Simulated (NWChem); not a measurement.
Program: NWChem. System: C2H7Si2, charge 0, spin multiplicity 2, displaced from the optimised geometry. The structure started from a generated list of species. Its SCF solution wasn't tested for a lower state. Level: UBP86/def2-SVP.

Input file:

```
start mol
memory heap 200 mb stack 900 mb global 1100 mb
geometry units angstroms nocenter noautoz
  C      0.158388    -0.133443    -1.399170
  Si    -0.683950    -1.223495     0.000000
  C      0.158388    -0.133443     1.399170
  Si     0.513804     1.178952     0.000000
  H      1.113492    -0.584699    -1.786189
  H     -0.476511     0.160450    -2.276096
  H     -2.202662    -1.004469     0.000000
  H     -0.476511     0.160450     2.276096
  H      1.113492    -0.584699     1.786189
  H     -0.509502     2.305328     0.000000
  H      1.919586     1.772562     0.000000
  symmetry group Cs
end
basis spherical
  * library def2-svp
end
dft
  xc becke88 perdew86
  odft
  mult 2
  semidirect memsize 60000000 filesize 0
  iterations 100
  convergence damp 70 ncydp 30
end
task dft gradient
```

Part of the output:

```
             Northwest Computational Chemistry Package (NWChem) 7.3.0
             --------------------------------------------------------

                                NWChem Input Module
                                -------------------

 Scaling coordinates for geometry "geometry" by  1.889725989
 (inverse scale =  0.529177249)

 Turning off AUTOSYM since
 SYMMETRY directive was detected!

                             Geometry "geometry" -> ""
                             -------------------------

 Output coordinates in angstroms (scale by  1.889725989 to convert to a.u.)

  No.       Tag          Charge          X              Y              Z
 ---- ---------------- ---------- -------------- -------------- --------------
    1 C                    6.0000     0.15838800    -0.13344300    -1.39917000
    2 Si                  14.0000    -0.68395000    -1.22349500     0.00000000
    3 C                    6.0000     0.15838800    -0.13344300     1.39917000
    4 Si                  14.0000     0.51380400     1.17895200     0.00000000
    5 H                    1.0000     1.11349200    -0.58469900    -1.78618900
    6 H                    1.0000    -0.47651100     0.16045000    -2.27609600
    7 H                    1.0000    -2.20266200    -1.00446900     0.00000000
    8 H                    1.0000    -0.47651100     0.16045000     2.27609600
    9 H                    1.0000     1.11349200    -0.58469900     1.78618900
   10 H                    1.0000    -0.50950200     2.30532800     0.00000000
   11 H                    1.0000     1.91958600     1.77256200     0.00000000

 Effective nuclear repulsion energy (a.u.)     204.2796149152

            Nuclear Dipole moment (a.u.)
            ----------------------------
        X                 Y               Z
 ---------------- ---------------- ----------------
    -0.0000075589     0.0000094486     0.0000000000

      Symmetry information
      --------------------

 Group name             Cs
 Group number              2
 Group order               2
 No. of unique centers     8

      Symmetry unique atoms

     1    2    4    5    6    7   10   11


 Summary of "ao basis" -> "" (spherical)
 ------------------------------------------------------------------------------
       Tag                 Description            Shells   Functions and Types
 ---------------- ------------------------------  ------  ---------------------
 *                          def2-svp                  on all atoms

  perdew86 is a nonlocal functional; adding perdew81 local functional.

                                 NWChem DFT Module
                                 -----------------

 Summary of "ao basis" -> "ao basis" (spherical)
 ------------------------------------------------------------------------------
       Tag                 Description            Shells   Functions and Types
 ---------------- ------------------------------  ------  ---------------------
 C                          def2-svp                 6       14   3s2p1d
 Si                         def2-svp                 8       18   4s3p1d
 H                          def2-svp                 3        5   2s1p

 Summary of "ao basis" -> "ao basis" (spherical)
 ------------------------------------------------------------------------------
       Tag                 Description            Shells   Functions and Types
 ---------------- ------------------------------  ------  ---------------------
 C                          def2-svp                 6       14   3s2p1d
[...]
   alpha     71     72     73     74     75     76     77     78     79     80
    beta     72     71     74     73     75     76     77     78     79     80
 overlap   1.000  1.000  0.880  0.880  0.999  1.000  0.999  1.000  1.000  1.000

   alpha     81     82     83     84     85     86     87     88     89     90
    beta     81     82     83     84     85     86     87     88     89     90
 overlap   1.000  1.000  0.999  1.000  0.999  1.000  1.000  1.000  1.000  1.000

   alpha     91     92     93     94     95     96     97     98     99
    beta     91     92     93     94     95     96     97     98     99
 overlap   0.999  1.000  1.000  1.000  1.000  1.000  1.000  1.000  1.000

     --------------------------
     Expectation value of S2:
     --------------------------
      <S2> =      0.7517 (Exact =     0.7500)

 center of mass
 --------------
 x =  -0.01028821 y =  -0.04792207 z =   0.00000000

 moments of inertia (a.u.)
 ------------------
         554.497210198428        -153.012873976283           0.000000000000
        -153.012873976283         345.506548680780           0.000000000000
           0.000000000000           0.000000000000         443.925878148170

     Multipole analysis of the density
     ---------------------------------

     L   x y z        total         alpha         beta         nuclear
     -   - - -        -----         -----         ----         -------
     0   0 0 0     -0.000000    -24.000000    -23.000000     47.000000

     1   1 0 0      0.188988      0.516295     -0.327299     -0.000008
     1   0 1 0      0.028589      1.372792     -1.344213      0.000009
     1   0 0 1     -0.000000      0.000000     -0.000000      0.000000

     2   2 0 0    -31.344621    -57.212898    -53.680638     79.548915
     2   1 1 0     -0.729472    -43.023368    -39.582396     81.876291
     2   1 0 1      0.000000      0.000000      0.000000      0.000000
     2   0 2 0    -32.344917   -113.454112   -100.409931    181.519126
     2   0 1 1     -0.000000      0.000000     -0.000000      0.000000
     2   0 0 2    -29.869570    -88.041802    -85.507001    143.679232

            General Information
            -------------------
          SCF calculation type: DFT
          Wavefunction type:  spin polarized.
          No. of atoms     :    11
          No. of electrons :    47
           Alpha electrons :    24
            Beta electrons :    23
          Charge           :     0
          Spin multiplicity:     2
          Use of symmetry is: on ; symmetry adaption is: on
          Maximum number of iterations: 100
          AO basis - number of functions:    99
                     number of shells:    49
          Convergence on energy requested:  1.00D-06
          Convergence on density requested:  1.00D-05
          Convergence on gradient requested:  5.00D-04

              XC Information
              --------------
                    Becke 1988 Exchange Functional  1.000
                Perdew 1981 Correlation Functional  1.000 local
                Perdew 1986 Correlation Functional  1.000 non-local

             Grid Information
             ----------------
          Grid used for XC integration:  medium
          Radial quadrature: Mura-Knowles
          Angular quadrature: Lebedev.
          Tag              B.-S. Rad. Rad. Pts. Rad. Cut. Ang. Pts.
          ---              ---------- --------- --------- ---------
          C                   0.70       49          10.0       434
          Si                  1.10       88          11.0       590
          H                   0.35       45          12.0       434
          Grid pruning is: on
          Number of quadrature shells:   450
          Spatial weights used:  Erf1

          Convergence Information
          -----------------------
          Convergence aids based upon iterative change in
          total energy or number of iterations.
          Levelshifting, if invoked, occurs when the
          HOMO/LUMO gap drops below (HL_TOL):  1.00D-02
          DIIS, if invoked, will attempt to extrapolate
          using up to (NFOCK): 10 stored Fock matrices.

                    Damping(70%)  Levelshifting(0.5)       DIIS
                  --------------- ------------------- ---------------
          dE  on:    start            ASAP                start
          dE off:   30 iters        100 iters           100 iters

      Screening Tolerance Information
      -------------------------------
          Density screening/tol_rho:  1.00D-10
          AO Gaussian exp screening on grid/accAOfunc:  14
          CD Gaussian exp screening on grid/accCDfunc:  20
          XC Gaussian exp screening on grid/accXCfunc:  20
          Schwarz screening/accCoul:  1.00D-08

                            NWChem DFT Gradient Module
                            --------------------------

  charge          =   0.00
  wavefunction    = open shell

  Using symmetry

                         DFT ENERGY GRADIENTS

    atom               coordinates                        gradient
                 x          y          z           x          y          z
   1 C       0.299310  -0.252171  -2.644048   -0.000543  -0.000434  -0.002502
   2 Si     -1.292478  -2.312070   0.000000   -0.003009  -0.010663   0.000000
   3 C       0.299310  -0.252171   2.644048   -0.000543  -0.000434   0.002502
   4 Si      0.970949   2.227896   0.000000    0.003237   0.007124   0.000000
   5 H       2.104195  -1.104921  -3.375408    0.006783  -0.003171  -0.002987
   6 H      -0.900475   0.303207  -4.301198   -0.004401   0.002008  -0.006519
   7 H      -4.162428  -1.898171   0.000000   -0.004973   0.000232   0.000000
   8 H      -0.900475   0.303207   4.301198   -0.004401   0.002008   0.006519
   9 H       2.104195  -1.104921   3.375408    0.006783  -0.003171   0.002987
  10 H      -0.962819   4.356438   0.000000   -0.003697   0.004359   0.000000
  11 H       3.627492   3.349656   0.000000    0.004762   0.002143   0.000000

                 ----------------------------------------
                 |  Time  |  1-e(secs)   |  2-e(secs)   |
                 ----------------------------------------
                 |  CPU   |       0.01   |       2.40   |
                 ----------------------------------------
                 |  WALL  |       0.01   |       2.40   |
                 ----------------------------------------

 Task  times  cpu:       27.6s     wall:       27.6s

 Total times  cpu:       27.6s     wall:       27.6s
```
